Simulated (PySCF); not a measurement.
Isomers of C3H14OSi4, mass 178.012 u with the commonest isotopes. Theory: PBE0/pcSseg-1 in PySCF (dipole) on a GFN2-xTB geometry, gas phase. One conformer each, none proved a minimum here; rigid rotors.

Question: Order these by rotational constant C, largest first.
A. `[O:1]=[CH:2][C:3]([SiH3:4])([SiH3:5])[SiH2:6][CH2:7][SiH3:8]` with O1–C2–C3–Si4 -2°, C2–C3–Si6–C7 67°, C3–Si6–C7–Si8 178°
B. `[SiH3:1]/[CH:2]=[C:3](\[SiH3:4])[O:5][SiH2:6][CH2:7][SiH3:8]` with C2–C3–O5–Si6 1°, C3–O5–Si6–C7 179°, O5–Si6–C7–Si8 -51°
C. `[CH3:1][SiH2:2][SiH:3]([SiH2:4][CH3:5])[SiH2:6][CH:7]=[O:8]` with C1–Si2–Si3–Si4 98°, Si2–Si3–Si4–C5 35°, Si2–Si3–Si6–C7 -54°, Si3–Si6–C7–O8 4°

Answer: C (584.7 MHz), A (469.0 MHz), B (371.2 MHz).

Question: Order these by rotational constant A, smallest first.
A. `[SiH3:1]/[CH:2]=[C:3](\[SiH3:4])[O:5][SiH2:6][CH2:7][SiH3:8]` with C2–C3–O5–Si6 1°, C3–O5–Si6–C7 179°, O5–Si6–C7–Si8 -51°
B. `[O:1]=[CH:2][C:3]([SiH3:4])([SiH3:5])[SiH2:6][CH2:7][SiH3:8]` with O1–C2–C3–Si4 -2°, C2–C3–Si6–C7 67°, C3–Si6–C7–Si8 178°
C. `[CH3:1][SiH2:2][SiH:3]([SiH2:4][CH3:5])[SiH2:6][CH:7]=[O:8]` with C1–Si2–Si3–Si4 98°, Si2–Si3–Si4–C5 35°, Si2–Si3–Si6–C7 -54°, Si3–Si6–C7–O8 4°

Answer: C (902.1 MHz), B (1585 MHz), A (1729 MHz).

Question: Order these by out-of-plane moment Σ m c² = (Ia + Ib − Ic)/2, largest first.
A. `[SiH3:1]/[CH:2]=[C:3](\[SiH3:4])[O:5][SiH2:6][CH2:7][SiH3:8]` with C2–C3–O5–Si6 1°, C3–O5–Si6–C7 179°, O5–Si6–C7–Si8 -51°
B. `[O:1]=[CH:2][C:3]([SiH3:4])([SiH3:5])[SiH2:6][CH2:7][SiH3:8]` with O1–C2–C3–Si4 -2°, C2–C3–Si6–C7 67°, C3–Si6–C7–Si8 178°
C. `[CH3:1][SiH2:2][SiH:3]([SiH2:4][CH3:5])[SiH2:6][CH:7]=[O:8]` with C1–Si2–Si3–Si4 98°, Si2–Si3–Si4–C5 35°, Si2–Si3–Si6–C7 -54°, Si3–Si6–C7–O8 4°

Answer: C (172.89 u·Å²), B (124.56 u·Å²), A (38.51 u·Å²).

```json
{"SMILES": "O=CC([SiH3])([SiH3])[SiH2]C[SiH3]", "point group": "C1", "Ia (u·Å²)": "318.95", "Ib (u·Å²)": "1007.71", "Ic (u·Å²)": "1077.53", "κ": "-0.94", "μa (D)": "2.07", "μb (D)": "1.82", "μc (D)": "0.09"}
{"SMILES": "[SiH3]/C=C(\\[SiH3])O[SiH2]C[SiH3]", "point group": "C1", "Ia (u·Å²)": "292.27", "Ib (u·Å²)": "1146.07", "Ic (u·Å²)": "1361.33", "κ": "-0.90", "μa (D)": "0.68", "μb (D)": "0.62", "μc (D)": "0.43"}
{"SMILES": "C[SiH2][SiH]([SiH2]C)[SiH2]C=O", "point group": "C1", "Ia (u·Å²)": "560.21", "Ib (u·Å²)": "649.94", "Ic (u·Å²)": "864.38", "κ": "0.22", "μa (D)": "0.47", "μb (D)": "0.68", "μc (D)": "0.84"}
```
